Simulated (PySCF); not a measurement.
Simulated outer-valence photoelectron spectrum of `NC(=O)[SiH3]`. The calculation used EOM-IP-CCSD/aug-cc-pVDZ in PySCF, restricted Hartree–Fock reference, frozen core, non-relativistic, gas phase, PBE0-D3(BJ)/def2-SVP geometry.

Each root has a Gaussian of 0.4 eV full width with its one-hole share as area; cross sections and vibrations are left out, and the highest printed point is 100.

```
ionisation energy (eV)  intensity
                   8.8          0
                   9.0          8
                   9.2         41
                   9.4         56
                   9.6         19
                   9.8          2
                  10.0          8
                  10.2         43
                  10.4         54
                  10.6         17
                  10.8          1
                  11.0          0
                  11.2          0
                  11.4          0
                  11.6          0
                  11.8          0
                  12.0          0
                  12.2          5
                  12.4         42
                  12.6        100
                  12.8         80
                  13.0         21
                  13.2          4
                  13.4         22
                  13.6         57
                  13.8         37
                  14.0         11
                  14.2         35
                  14.4         55
                  14.6         22
                  14.8          2
                  15.0          1
                  15.2         16
                  15.4         53
                  15.6         43
                  15.8          9
                  16.0          0
                  16.2          0
                  16.4          0
                  16.6          0
                  16.8          0
                  17.0          0
                  17.2          0
                  17.4          5
                  17.6         32
                  17.8         56
                  18.0         24
                  18.2          3
```

**Question.** Where are the maxima, and how many lines lie under the curve?

**Answer.** 7 maxima, at 9.3, 10.3, 12.7, 13.6, 14.4, 15.5 and 17.8 eV, from 8 lines. At this width some lines have no maximum of their own.

**Question.** List the lines with their holes.

**Answer.** 
| E (eV) | leading hole (HF orbital) | area | Koopmans (eV) |
| --- | --- | --- | --- |
| 9.34 | HOMO | 0.94 | 10.91 |
| 10.33 | HOMO-1 | 0.94 | 11.45 |
| 12.58 | HOMO-2 | 0.94 | 13.31 |
| 12.74 | HOMO-3 | 0.95 | 13.44 |
| 13.64 | HOMO-4 | 0.94 | 15.35 |
| 14.37 | HOMO-5 | 0.91 | 15.75 |
| 15.47 | HOMO-6 | 0.92 | 17.64 |
| 17.78 | HOMO-7 | 0.90 | 19.24 |

The widest gap, 2.31 eV, lies between 15.47 and 17.78 eV. Only orbitals with −ε under 21 eV, eight at most, were ionised, so the high end of the curve may lack lines.

Conformer computed: `[NH2:1][C:2](=[O:3])[SiH3:4]`: H–N1–C2–O3 180°, H–N1–C2–O3 0°.
